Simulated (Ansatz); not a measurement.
`[Cl][GeH]([Cl])[Br]` + `N=C=O` → `O=C=[N][GeH]([Cl])[Cl]` + HBr at 700 K and 1 bar (ligand exchange at a Ge–Br bond).

Calculated with Ansatz (gas phase, PBE0-D4/def2-TZVP geometries, no zero-point term in ΔE). CCSD(T)/CBS is the MP2 limit (def2-TZVPP, def2-QZVPP) plus CCSD(T) − MP2 in def2-TZVPP, frozen cores. This one scheme is used for every species. For Br, Ge outer-core shells are correlated without core-valence functions, which leaves a few kJ/mol of doubt a bond. Scalar relativity is left out up to krypton. One conformer a species, not always the lowest.

| species | CCSD(T)/CBS energy (Eh) | H − E (kJ/mol) | S (J/(mol·K)) |
| --- | --- | --- | --- |
| `[Cl][GeH]([Cl])[Br]` | -5569.71077 | 86.4 | 428.0 |
| `N=C=O` | -168.51995 | 89.3 | 283.6 |
| `O=C=[N][GeH]([Cl])[Cl]` | -3164.30040 | 136.2 | 487.7 |
| HBr | -2573.91920 | 36.5 | 223.7 |

H − E and S are ideal-gas, rigid-rotor, harmonic terms from PBE0-D4/def2-TZVP, for one conformer and one mirror image of each species. 1 Eh = 2625.50 kJ/mol, R = 8.31446 J/(mol·K).

Q: By hand: ΔE, ΔH, ΔS and ΔG.

A: ΔE = (-3164.30040) + (-2573.91920) − (-5569.71077) − (-168.51995) = 0.01112 Eh = 29.2 kJ/mol. Δ(H − E) = 136.2 + 36.5 − 86.4 − 89.3 = -3.0, so ΔH = 26.2 kJ/mol. ΔS = 487.7 + 223.7 − 428.0 − 283.6 = -0.2 J/(mol·K). ΔG = 26.2 − 700 × (-0.2)/1000 = 26.3 kJ/mol.

Q: By hand: the equilibrium constant, and the temperature at which ΔG would vanish if ΔH and ΔS stayed fixed.

A: log₁₀ K = −ΔG/(RT ln 10) = -2.0. ΔH and −TΔS have one sign here, so there is no such temperature.

The number of gas molecules stays the same, so ΔS is small and ΔH decides. A doubt of 5 kJ/mol in ΔE shifts log₁₀ K by 0.4 here. Other conformers and mirror images would add mixing entropy, several J/(mol·K) or more a flexible species. Modes under 60 cm⁻¹, often nearly free rotors, make the harmonic entropy too high. These are equilibria of isolated gas molecules and say nothing of rates. Largest T1 diagnostic: 0.018 (customary marks: 0.02 for closed shells, 0.045 for open ones).

ΔS is within the doubt of such terms, so its sign, and with it that verdict, could turn.
